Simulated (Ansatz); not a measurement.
`[Cl][InH][SeH]` + `C[CH2][Mg][Cl]` → `[Cl][In]([Cl])[SeH]` + `C[CH2][MgH]`  (redistribution)

Calculated with Ansatz (gas phase, PBE0-D4/def2-TZVP geometries, no zero-point term in ΔE). CCSD(T)/CBS is the MP2 limit (def2-TZVPP, def2-QZVPP) plus CCSD(T) − MP2 in def2-TZVPP, frozen cores. Functionals use def2-TZVPP. B3LYP here is the variant with VWN-RPA as its local correlation; programs differ in this. def2 core potentials past Kr. For In, Mg, Se outer-core shells are correlated without core-valence functions, which leaves a few kJ/mol of doubt a bond. Scalar relativity is left out up to krypton. Each species was taken in one conformer, which may not be the lowest.

`[Cl][InH][SeH]`:

```xyz
5

Cl    0.346   -2.039    1.759
In   -0.311   -0.537    0.104
Se    1.197    1.437    0.047
H    -1.672   -0.903   -0.850
H     0.439    2.041   -1.059
```

`C[CH2][Mg][Cl]`:

Cartesian coordinates in Å:
```
C 0.151 0.750 0.951
C -0.656 -0.082 -0.047
Mg 0.441 -1.122 -1.484
Cl 1.601 -2.217 -2.993
H 0.749 1.521 0.456
H -0.491 1.266 1.674
H 0.847 0.136 1.531
H -1.274 -0.812 0.489
H -1.369 0.561 -0.577
```

`[Cl][In]([Cl])[SeH]`:

```xyz
5

Cl   -0.828   -2.216   -0.383
In    0.070   -0.282    0.506
Cl    0.736   -0.378    2.712
Se    0.308    1.780   -0.838
H    -0.286    1.097   -1.997
```

`C[CH2][MgH]`:

Cartesian coordinates in Å:
```
C 0.870 0.291 0.743
C -0.433 0.474 -0.040
Mg -1.010 -1.120 -1.278
H 0.829 -0.573 1.413
H 1.113 1.159 1.368
H 1.728 0.133 0.082
H -0.363 1.378 -0.659
H -1.255 0.678 0.659
H -1.479 -2.421 -2.287
```

Q: Is it downhill or uphill in electronic energy at CCSD(T)/CBS, and by how much? (An estimate is asked.)

A: Ansatz gave: Uphill: ΔE = +103.5 kJ/mol.

Q: What do these levels give: LDA (SPW92), B3LYP-D4, BHLYP-D4, ωB97X-V, ωB97M-V, PBE, r2SCANh, RPA@PBE/def2-TZVPP, HF/def2-SVP, CCSD/def2-TZVPP, HF/def2-QZVPP, MP2/def2-QZVPP? (Best estimate.)

A: The calculation gave: LDA (SPW92) 102.9, B3LYP-D4 99.2, BHLYP-D4 100.7, ωB97X-V 101.1, ωB97M-V 101.9, PBE 100.5, r2SCANh 106.2, RPA@PBE/def2-TZVPP 94.4, HF/def2-SVP 109.7, CCSD/def2-TZVPP 102.5, HF/def2-QZVPP 104.4, MP2/def2-QZVPP 104.6 kJ/mol.

Largest T1 diagnostic among the species: 0.012.

Leaving LDA and LC-ωPBE aside and taking each functional with its dispersion term where it has one, the values, not all of them listed here, spread over 18.2 kJ/mol, from B97M-V to r2SCAN0-D4. The D4 term adds −5.0 kJ/mol with B3LYP and −2.8 kJ/mol with PBE0; it sums over pairs of atoms, weighted by their polarisabilities, and B3LYP, whose exchange is more repulsive, gets the larger term.
